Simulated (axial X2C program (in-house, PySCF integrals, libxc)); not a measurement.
Which molecule gave these maps?

PBE0 fields computed with an in-house all-electron X2C program for linear molecules (integrals from PySCF), two-component, near the equilibrium distance, one atom at z = 0.

The maps cover the half plane through the axis: z from -2.4 to 3.6 Å along the bond, ρ from 0.15 to 2.25 Å away from it.

log10 of the density in e/bohr³:

```
 ρ\z  -2.4  -1.8  -1.2  -0.6   0.0   0.6   1.2   1.8   2.4   3.0   3.6
0.15  -4.8  -3.5  -2.2  -0.4   1.4  -0.4  -0.3   0.4  -0.9  -2.4  -3.7
0.45  -4.8  -3.6  -2.2  -0.8   0.2  -0.7  -0.6  -0.2  -1.2  -2.5  -3.8
0.75  -4.8  -3.7  -2.5  -1.3  -0.8  -1.3  -1.2  -0.9  -1.6  -2.8  -3.9
1.05  -4.9  -3.8  -2.8  -1.9  -1.6  -1.8  -1.7  -1.6  -2.2  -3.1  -4.2
1.35  -5.1  -4.1  -3.2  -2.5  -2.2  -2.3  -2.3  -2.3  -2.7  -3.5  -4.4
1.65  -5.3  -4.4  -3.6  -3.0  -2.8  -2.8  -2.8  -2.9  -3.3  -3.9  -4.8
1.95  -5.6  -4.7  -4.0  -3.6  -3.4  -3.4  -3.4  -3.5  -3.8  -4.4  -5.2
2.25  -5.9  -5.1  -4.5  -4.1  -3.9  -3.9  -3.9  -4.0  -4.3  -4.9  -5.7
```

Electron localisation function (collinear form, no current term, damped to 0 at low density):

```
 ρ\z  -2.4  -1.8  -1.2  -0.6   0.0   0.6   1.2   1.8   2.4   3.0   3.6
0.15  0.00  0.00  0.01  0.49  0.59  0.37  0.81  0.14  0.77  0.21  0.01
0.45  0.00  0.00  0.02  0.38  0.75  0.24  0.77  0.87  0.71  0.16  0.00
0.75  0.00  0.00  0.02  0.19  0.33  0.13  0.60  0.79  0.54  0.10  0.00
1.05  0.00  0.00  0.02  0.09  0.11  0.09  0.33  0.52  0.29  0.04  0.00
1.35  0.00  0.00  0.01  0.05  0.06  0.06  0.14  0.23  0.11  0.01  0.00
1.65  0.00  0.00  0.01  0.02  0.03  0.03  0.05  0.07  0.03  0.00  0.00
1.95  0.00  0.00  0.00  0.01  0.01  0.01  0.01  0.01  0.00  0.00  0.00
2.25  0.00  0.00  0.00  0.00  0.00  0.00  0.00  0.00  0.00  0.00  0.00
```

Axial spin density in 10⁻³ e/bohr³:

```
 ρ\z  -2.4  -1.8  -1.2   -0.6    0.0    0.6  1.2   1.8  2.4  3.0  3.6
0.15   0.0   0.1   3.3  120.5  883.2  100.2  5.0  72.9  3.8  0.1  0.0
0.45   0.0   0.1   1.8   35.7  271.1   24.2  1.6  20.0  1.9  0.1  0.0
0.75   0.0   0.0   0.7   10.2   50.5    7.9  0.3   3.0  0.6  0.1  0.0
1.05   0.0   0.0   0.3    3.4   11.4    3.4  0.1   0.4  0.1  0.0  0.0
1.35   0.0   0.0   0.1    1.1    2.9    1.3  0.1   0.0  0.0  0.0  0.0
1.65   0.0   0.0   0.1    0.4    0.8    0.4  0.1   0.0  0.0  0.0  0.0
1.95   0.0   0.0   0.0    0.1    0.2    0.1  0.0   0.0  0.0  0.0  0.0
2.25   0.0   0.0   0.0    0.0    0.1    0.0  0.0   0.0  0.0  0.0  0.0
```

**Question.** Which molecule is it?
A. CoF⁺
B. CoCl⁺
C. CuC
D. GaB⁺

**Answer.** A. CoF⁺, with Co at z = 0 and F at z = 1.689 Å, state Ω = 9/2 (⟨Sz⟩ = 1.50, ⟨Lz⟩ = 3.00 at PBE0), basis Co dyall-cv3z [9s10p6d3f2g], F dyall-av3z [7s6p3d2f] (cores contracted in-house). One determinant describes the state; a PBE0 search over occupations chose it and may have missed a lower one. Density functionals use the spin component along the axis (collinear). PBE0 can misorder states that lie within some tenths of an eV, so this need not be the ground state of the molecule. The nearest other 2c determinant of the search, Ω = 7/2, lies 0.18 eV up at the distance of the search. Without a current term, density functionals place determinants with orbital angular momentum somewhat too high. With several unpaired electrons one determinant need not be a pure state.
